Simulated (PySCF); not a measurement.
**Where the electron goes**

Compound: C6H10O2Si.
Structure used (PBE0-D3(BJ)/def2-SVP), in Å, numbered top down from 1:
```xyz
19
C6H10O2Si angstrom
C      2.9796   -0.0799    0.1252
C      1.7712   -0.9651    0.1061
O      1.6684   -2.0182    0.6882
O      0.7742   -0.4757   -0.6370
Si    -0.6591   -1.4356   -0.7239
C     -1.9562   -0.3631   -1.5757
C     -2.9985   -0.2067   -0.4972
C     -2.8035   -0.7906    0.6954
C     -1.5458   -1.5851    0.9308
H      3.7514   -0.5121    0.7709
H      3.3641    0.0379   -0.8986
H      2.6994    0.9223    0.4807
H     -0.3165   -2.7012   -1.4261
H     -1.5378    0.6103   -1.8865
H     -2.3751   -0.8211   -2.4881
H     -3.9026    0.3802   -0.6938
H     -3.5447   -0.6910    1.4963
H     -0.9396   -1.1748    1.7566
H     -1.7541   -2.6320    1.2101
```

Computed, not measured: PySCF, TDDFT B3LYP/def2-SVPD, vertical, gas phase, core orbitals frozen in the response.

Frontier orbitals with the atoms that hold most of them (Löwdin shares over 4%, at most four atoms; ? is withheld):

| orbital | ε (eV) | atoms |
| --- | --- | --- |
| LUMO+2 | 0.31 | C1 17%, Si5 15%, C2 11%, O4 9% |
| LUMO+1 | 0.10 | C8 33%, C7 32%, C6 7%, C9 6% |
| LUMO | ? | ? |
| HOMO | -6.97 | ? |
| HOMO-1 | -7.89 | O3 66%, O4 9%, C1 7%, C2 7% |
| HOMO-2 | -8.16 | C9 24%, C6 19%, Si5 18%, O4 9% |
| HOMO-3 | -8.61 | Si5 20%, O4 18%, H13 17%, C6 13% |

**Question.** Give the leading atoms of the LUMO.

**Answer.** C2 (bonded to C and 2 O) 36%; O3 (bonded to C) 28%; O4 (bonded to C and Si) 12%; C1 (bonded to C and 3 H) 8%. By element: carbon 44% or more, oxygen 40%.

**Question.** Which atoms hold the HOMO, and with what shares?

**Answer.** C7 (bonded to 2 C and H) 33%; C8 (bonded to 2 C and H) 33%; C9 (bonded to C, Si and 2 H) 8%; C6 (bonded to C, Si and 2 H) 8%.

**Question.** What is the LUMO energy, and the HOMO–LUMO gap?

**Answer.** ε(LUMO) = -0.30 eV; the gap is 6.67 eV (0.2450 hartree).

**Question.** How does S1 compare with the orbital gap of 6.67 eV?

**Answer.** S1 is at 5.74 eV (f = 0.0007), 0.92 eV below the gap, made of HOMO-1→LUMO (85%), HOMO→LUMO (10%). Its leading pair isn't HOMO and LUMO; the energies of that pair differ by 7.59 eV. Without the coupling terms of the response equations the lowest excitation would equal the gap.

**Question.** Give energy, strength and leading configuration of S1 and S2, and follow the Löwdin shares of the leading atoms from the occupied to the empty orbital.

**Answer.** 
- S1 (5.74 eV, f 0.0007), HOMO-1→LUMO (85%): O3 66% → 28%, O4 9% → 12%, C2 7% → 36%; low, almost dark, from the terminal oxygen into the C=O bond, the pattern of n→π*
- S2 (6.04 eV, f 0.0005), HOMO→LUMO (87%): C7 33% → at most 9%, C8 33% → at most 9%, C2 at most 8% → 36%, O3 at most 8% → 28%

One conformer stands for the species.
